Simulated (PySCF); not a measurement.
Match the calculated data to a structure.

All candidates are C7H11O2 (charge -1).

| technique | computed result |
| --- | --- |
| Rotational structure | rotational constants A, B, C: 2.920, 0.874, 0.796 GHz [GFN2-xTB] |
| 1H NMR | chemical shifts (computed TMS as zero) by class: 4.65 (1 H), 2.19 (3 H), 1.73 (2 H), 1.62 (2 H), 0.98 (3 H) ppm [GIAO PBE0/pcSseg-1] |
| 13C NMR | chemical shifts (computed TMS as zero) by class: 192.6 (1 C), 190.4 (1 C), 96.6 (1 C), 52.0 (1 C), 28.7 (1 C), 26.0 (1 C), 15.9 (1 C) ppm [GIAO PBE0/pcSseg-1] |
| NMR, other nuclei | isotropic shieldings of nuclei other than C and H, by class: -154 (1 O), -108 (1 O) ppm [GIAO PBE0/pcSseg-1] |

The electronic properties come from PySCF, for the isolated species, density fitting. Levels stand in brackets. Geometry: GFN2-xTB, one conformer, isolated ion. No diffuse functions stand in pcSseg-1, which bears on an anion's orbital energies. NMR values are class means; diastereotopic atoms form classes of their own.

Question: Which candidate is it?
A. `C=C(CCC)CC(=O)[O-]`
B. `CC/C(C)=C(\C)C(=O)[O-]`
C. `CCCC(=O)/C=C(\C)[O-]`

Answer: C. It is `CCCC(=O)/C=C(\C)[O-]`. Numbering: `[CH3:1][CH2:2][CH2:3][C:4](=[O:5])/[CH:6]=[C:7](\[CH3:8])[O-:9]`. 7 carbons fall into 7 classes; from least to most shielded: vinylic carbon bearing oxygen [C7] (192.6 ppm), ketone carbonyl carbon [C4] (190.4 ppm), carbon bonded to 2 C and H [C6] (96.6 ppm), sp3 carbon next to a carbonyl [C3] (52.0 ppm), chain CH2 carbon [C2] (28.7 ppm), allylic carbon [C8] (26.0 ppm), methyl carbon [C1] (15.9 ppm). Hydrogen classes from least to most shielded: 1 H on a carbon bonded to 2 C and H, C6 (4.65 ppm), 3 H on an allylic carbon, C8 (2.19 ppm, a mean of values up to 3.9 ppm apart in this geometry), 2 H on an sp3 carbon next to a carbonyl, C3 (1.73 ppm, a mean of values up to 1.5 ppm apart in this geometry), 2 H on a chain CH2 carbon, C2 (1.62 ppm), 3 H on a methyl carbon, C1 (0.98 ppm, a mean of values up to 1.3 ppm apart in this geometry). The other shieldings belong to: -154 ppm, enolate oxygen [O9]; -108 ppm, ketone oxygen [O5]. The optimised geometry has point group C1 and is an asymmetric top.

The others, at the same levels:
- `C=C(CCC)CC(=O)[O-]` fails: its computed 13C shifts are 166.9 (1 C), 166.2 (1 C), 99.2 (1 C), 57.8 (1 C), 42.9 (1 C), 29.8 (1 C), 18.2 (1 C) ppm, 1H shifts are 4.35 (1 H), 4.21 (1 H), 3.17 (2 H), 2.66 (2 H), 1.33 (2 H), 0.88 (3 H) ppm and rotational constant A is 2.614 GHz (against 2.920 GHz).
- `CC/C(C)=C(\C)C(=O)[O-]` fails: its computed 13C shifts are 173.6 (1 C), 151.5 (1 C), 125.1 (1 C), 32.4 (1 C), 21.9 (1 C), 19.0 (1 C), 14.4 (1 C) ppm, 1H shifts are 2.30 (3 H), 2.05 (3 H), 1.82 (2 H), 0.76 (3 H) ppm and rotational constant A is 2.648 GHz (against 2.920 GHz).

Each candidate is one conformer, not necessarily the lowest. Dipoles, sizes and rotational constants follow the conformer. The torsions of the flexible species, by atom-mapped SMILES:
- `[CH3:1][CH2:2][CH2:3][C:4](=[O:5])/[CH:6]=[C:7](\[CH3:8])[O-:9]`: C1–C2–C3–C4 -64°, C2–C3–C4–O5 103°, C3–C4–C6–C7 178°
- `[CH2:1]=[C:2]([CH2:3][CH2:4][CH3:5])[CH2:6][C:7](=[O:8])[O-:9]`: C1–C2–C3–C4 -100°, C2–C3–C4–C5 -179°, C1–C2–C6–C7 -104°, C2–C6–C7–O8 110°
- `[CH3:1][CH2:2]/[C:3]([CH3:4])=[C:5](\[CH3:6])[C:7](=[O:8])[O-:9]`: C1–C2–C3–C4 98°, C3–C5–C7–O8 131°
